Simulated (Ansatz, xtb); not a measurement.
**C2H6Te: which of two isomers lies lower**

Structure I is `CC[TeH]`, a singlet and structure II is `C[Te]C`, a singlet. Both are isolated molecules in the gas phase, relaxed with PBE0-D3(BJ)/def2-SVP; the shapes shown needn't be the lowest conformers.

I (Å):

```xyz
9

C    -1.3480    1.4237    0.5664
C    -0.4518    2.6388    0.6751
Te    1.6714    2.1881    0.7591
H    -1.1591    0.8624   -0.3612
H    -2.4083    1.7290    0.5601
H    -1.1979    0.7326    1.4089
H    -0.5914    3.3389   -0.1600
H    -0.6322    3.1994    1.6050
H     1.6815    1.5485   -0.7793
```

II (Å):

```xyz
9

C    -1.5564    0.8036    0.2879
C     0.5659    3.0951    0.6693
Te   -1.4387    2.6810    1.3322
H    -0.7840    0.1187    0.6606
H    -2.5488    0.3772    0.4868
H    -1.4396    0.9673   -0.7911
H     0.5920    3.1606   -0.4260
H     0.8628    4.0609    1.0997
H     1.2475    2.3122    1.0258
```

Q: Estimate which is lower in electronic energy at CCSD(T)/def2-TZVP, and by roughly how much.

A: The CCSD(T)/def2-TZVP calculation puts structure II lower, by 9.9 kJ/mol.

How the difference moves with the method:

```json
{"level": "GFN2-xTB", "geometry": "GFN2-xTB", "E(II) − E(I) (kJ/mol)": "+29.8", "departure from the last row (kJ/mol)": "+39.7", "job, with rough time for the two": "optimisation, 0.11 s"}
{"level": "HF/STO-3G", "geometry": "GFN2-xTB", "E(II) − E(I) (kJ/mol)": "−22.3", "departure from the last row (kJ/mol)": "−12.4", "job, with rough time for the two": "single point, 0.54 s"}
{"level": "r2SCAN-D4/def2-SVP", "geometry": "GFN2-xTB", "E(II) − E(I) (kJ/mol)": "+3.1", "departure from the last row (kJ/mol)": "+13.0", "job, with rough time for the two": "single point, 2.9 s"}
{"level": "PBE0-D3(BJ)/def2-SVP", "geometry": "PBE0-D3(BJ)/def2-SVP", "E(II) − E(I) (kJ/mol)": "+4.3", "departure from the last row (kJ/mol)": "+14.2", "job, with rough time for the two": "optimisation, 24 s"}
{"level": "HF/def2-TZVP", "geometry": "PBE0-D3(BJ)/def2-SVP", "E(II) − E(I) (kJ/mol)": "−4.6", "departure from the last row (kJ/mol)": "+5.4", "job, with rough time for the two": "part of the CCSD(T) run"}
{"level": "MP2/def2-TZVP", "geometry": "PBE0-D3(BJ)/def2-SVP", "E(II) − E(I) (kJ/mol)": "−13.1", "departure from the last row (kJ/mol)": "−3.2", "job, with rough time for the two": "part of the CCSD(T) run"}
{"level": "CCSD(T)/def2-TZVP", "geometry": "PBE0-D3(BJ)/def2-SVP", "E(II) − E(I) (kJ/mol)": "−9.9", "departure from the last row (kJ/mol)": "", "job, with rough time for the two": "single point, 84 s"}
```

As drawn, II has 1 C–Te, 1 C–H in place of 1 C–C, 1 Te–H.

GFN2-xTB, r2SCAN-D4/def2-SVP, PBE0-D3(BJ)/def2-SVP put the two in the other order. The largest departure from CCSD(T)/def2-TZVP is that of GFN2-xTB, 39.7 kJ/mol.

With harmonic frequencies from PBE0-D3(BJ)/def2-SVP (ideal gas, rigid rotor, one conformer each, 298.15 K, 1 atm): on the last row, ΔE + ΔZPE = −6.9, ΔH = −5.7, ΔG = −7.4 kJ/mol.

The correlated steps freeze 6 core orbitals; the filled d shell of Te is correlated, in a basis made for valence electrons. Atoms past krypton carry core potentials in the def2 sets, other sets are all-electron and non-relativistic, and no spin–orbit term is included. Mirror images aren't counted in ΔG. Programs: Ansatz 0.2.0, xtb 6.7.1; the last row on 2 threads of Arm Neoverse V1 on a shared host.
